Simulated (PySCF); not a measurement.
Ionisation energy of Pd by level of theory

Pd [Kr] 4d10 (1S) → Pd⁺ [Kr] 4d9 (2D), as a difference of total energies. Calculation: PySCF 2.14, in cc-pVDZ-PP with ECP28MDF; a scalar-relativistic core potential. Correlated levels: valence: 4s2 4p6 frozen. The calculations carry no spin-orbit coupling.

Task: Order these methods by the ionisation energy they give, lowest first.
A. BP86
B. MP2 (valence)
C. UHF
D. LDA

Result: C (6.283 eV), B (8.067 eV), A (8.894 eV), D (9.206 eV).

Errors of the correlated levels include the incompleteness of this basis and the frozen core.

For comparison: 8.512 eV (measured; NIST levels, between the centres of gravity of the two terms).
